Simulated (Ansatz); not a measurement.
Si₄⁺, relaxed as a doublet with UKS r2SCAN-D4/def2-TZVP in Ansatz, starting from the r2SCAN-D4/def2-TZVP geometry of the neutral singlet. Force threshold 0.02 eV/Å.

The structure comes from a short search, and lower isomers may exist.

Start:

```xyz
4

Si   -1.1609    1.5473   -0.4266
Si    1.1583   -1.5484    0.4295
Si    0.5977    0.6666    0.7915
Si   -0.5950   -0.6655   -0.7945
```

Q: Estimate the energy that the relaxation releases and the steps that it takes.

A: 0.28 eV, in 4 steps; 22 s on 2 threads of Arm Neoverse V1 on a shared host. No frequencies were taken in this run, so the end may be a saddle point.

Q: Does the start keep its bonding and symmetry?

A: By distances, no bond broke or formed. The bond that changes most is Si3–Si4, from 2.39 to 2.64 Å (atoms count from 1). Point group D2h at the start, D2h at the end, both within 0.05 Å.

Q: Predict the relaxed structure.

A: 
```xyz
4

Si   -1.0915    1.4556   -0.4018
Si    1.0900   -1.4563    0.4035
Si    0.6601    0.7368    0.8760
Si   -0.6586   -0.7361   -0.8777
```
Bond lengths: 5 × Si–Si 2.28 to 2.64 Å.
